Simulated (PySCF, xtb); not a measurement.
Si(H)2(Cl)(Et) (C2H7ClSi), SMILES Cl[SiH2]CC. Other conformers were not sampled.

Harmonic wavenumbers (cm⁻¹) from GFN2-xTB (xtb) at its own minimum, in rising order: 60, 139, 231, 284, 486, 488, 576, 665, 719, 754, 781, 982, 1023, 1074, 1240, 1292, 1420, 1481, 1508, 1512, 2256, 2277, 2964, 2986, 3017, 3029, 3036.

Question: What does B3LYP-D3(BJ)/def2-SVP (PySCF) give at its own minimum? (Estimate from the structure and the level; the computed values follow.)

Answer: 88, 153, 227, 294, 517, 559, 651, 684, 743, 868, 958, 978, 993, 1050, 1247, 1263, 1398, 1427, 1477, 1480, 2231, 2237, 3020, 3028, 3070, 3106, 3116. Paired by order, the mean absolute difference is 44 cm⁻¹ and the zero-point energies are 51.9 and 52.7 kcal/mol.
